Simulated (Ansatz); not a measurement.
Molecule: C4H2FO, charge -1, multiplicity 1. It need not be the lowest isomer of its formula. Whether it binds its extra electron was not tested at this geometry. 
Structure (B3LYP-D3(BJ)/def2-TZVP (Ansatz, an electronic-structure program) minimum search):
SMILES: Fc1[c-]coc1
```xyz
8

F      1.8527    -0.3928     0.7911
C      0.5872    -0.1901     0.2810
C     -0.4813    -1.1266     0.3618
C     -1.4467    -0.4194    -0.2825
O     -1.0550     0.8667    -0.7474
C      0.2525     0.9616    -0.3608
H     -2.4802    -0.6229    -0.5287
H      0.7757     1.8711    -0.6086
```
Charge -1, spin multiplicity 1.

Total electronic energies in hartree. Correlated levels leave the core frozen unless marked. Spin-orbit coupling is left out. Non-relativistic. CBS(X,Y): correlation extrapolated as X^-3; Hartree-Fock from the larger set. The bracket is a focal-point correction in the basis named.

The Hartree-Fock reference is unstable (checked in the largest basis), which strains HF and MP2. 

| level | program | energy (Eh) |
|---|---|---|
| HF/cc-pVDZ | Ansatz | -326.84235 |
| HF/cc-pwCVTZ | Ansatz | -326.94468 |
| BLYP-D3(BJ)/def2-TZVPD | Ansatz + dftd3 | -328.70790 |
| BLYP/def2-TZVPD | Ansatz | -328.69545 |
| r2SCAN-D4/def2-TZVPD | Ansatz + dftd4 | (withheld) |
| PBE0-D3(BJ)/def2-TZVP | Ansatz + dftd3 | (withheld) |
| LC-wPBE-D4/def2-TZVPD | Ansatz + dftd4 | (withheld) |
| wB97M-V/def2-TZVPD | Ansatz | -328.66851 |
| MP2/cc-pVDZ | Ansatz | -327.73338 |
| RI-MP2/cc-pVTZ | Ansatz | -328.06391 |
| SCS-MP2/cc-pVDZ | Ansatz | -327.69968 |
| CCSD/6-31G* | Ansatz | -327.68991 |
| RI-MP2/CBS(aug-cc-pVTZ,aug-cc-pVQZ)+[CCSD(T)-MP2]/aug-cc-pVDZ | Ansatz | -328.3007 |
| RI-MP2/CBS(aug-cc-pVTZ,aug-cc-pVQZ)+[CCSD(T)-MP2]/aug-cc-pVTZ | Ansatz | -328.3019 |
| CCSD(T)/CBS(aug-cc-pVTZ,aug-cc-pVQZ) | Ansatz | -328.2898 |

Problem. Fill in the missing entries.

Solution. 
- r2SCAN-D4/def2-TZVPD, energy (Eh): -328.59958
- PBE0-D3(BJ)/def2-TZVP, energy (Eh): -328.40330
- LC-wPBE-D4/def2-TZVPD, energy (Eh): -328.55300
